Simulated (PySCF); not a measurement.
PySCF job for ZnH, SMILES [ZnH] (connectivity only; charge and spin as stated), neutral, multiplicity 2, PBE-D3(BJ)/def2-TZVPD. Geometry: PBE-D3(BJ)/def2-TZVPD. The multiplicity is an assumed one; other spin states were not compared.

```python
import numpy as np
from pyscf import gto, scf, dft, df
from pyscf.hessian import thermo

mol = gto.M(
    atom='''
    Zn    0.00000000    0.00000000   -0.05248611
    H     0.00000000    0.00000000    1.57458326
    ''',
    basis='def2-TZVPD',
    charge=0,
    spin=1,
    max_memory=1600,
    verbose=3,
)
mf = dft.UKS(mol, xc='pbe').density_fit(auxbasis='def2-universal-jkfit')
mf.disp = 'd3bj'
mf.grids.level = 3
mf.conv_tol = 1e-11
mf.max_cycle = 100
mf.kernel()
fine, coarse = mf.grids, dft.Grids(mol).set(level=1).build(with_non0tab=True)
for _ in range(3):  # follow internal instabilities
    mf.grids = coarse
    mo, _, stable, _ = mf.stability(return_status=True, nroots=4)
    mf.grids = fine
    if stable:
        break
    mf.kernel(mf.make_rdm1(mo, mf.mo_occ))

# [left out here: the lines that compute and print the analytic Hessian (its translational invariance restored by hand, since the grid's response is missing), thermochemistry and intensities]
```

It prints:

```

WARN: HOMO -0.132734151475254 >= LUMO -0.132734151475253

converged SCF energy = -1779.66594761158  <S^2> = 0.754337  2S+1 = 2.0043323
<class 'pyscf.df.df_jk.DFUKS'> wavefunction is stable in the internal stability analysis

WARN: DFTD3 does not support analytical Hessian, using finite difference


WARN: Mole.unit (angstrom) is changed to Bohr

Mode                                 0
Irrep
Freq [cm^-1]                     1483.0643
Reduced mass [au]                   1.0233
Force const [Dyne/A]                1.3261
Char temp [K]                    2133.7993
Normal mode                   x     y     z
       0  Zn                 0.00  0.00 -0.02
       1   H                 0.00  0.00  0.99
temperature 298.1500 [K]
pressure 101325.00 [Pa]
Rotational constants [GHz] inf 192.30439 192.30439
Symmetry number 1
Zero-point energy (ZPE) 0.00338 [Eh]   8870.694 [J/mol]
                           tot       elec      trans        rot        vib
Entropy [J/mol/K]       204.096      5.763    161.071     37.209      0.053
Cv [J/mol/K]             21.119      0.000     12.472      8.314      0.332
Cp [J/mol/K]             29.433      0.000     20.786      8.314      0.332
Internal energy [J/mol]                      3718.434   2478.956   8884.535
Internal energy [Eh]   -1779.66020  -1779.66595
Enthalpy [J/mol]                             6197.391   2478.956   8884.535
Enthalpy [Eh]          -1779.65926
Gibbs free energy [J/mol]                  -41825.928  -8614.940   8868.761
Gibbs free energy [Eh] -1779.68244
mode   freq/cm-1   IR/(km/mol)
   1     1483.06       147.854
max |gradient| / (hartree/bohr): 1.160828680841331e-05
APT charges: [ 0.1695 -0.1695]
```

Self-consistency was reached.
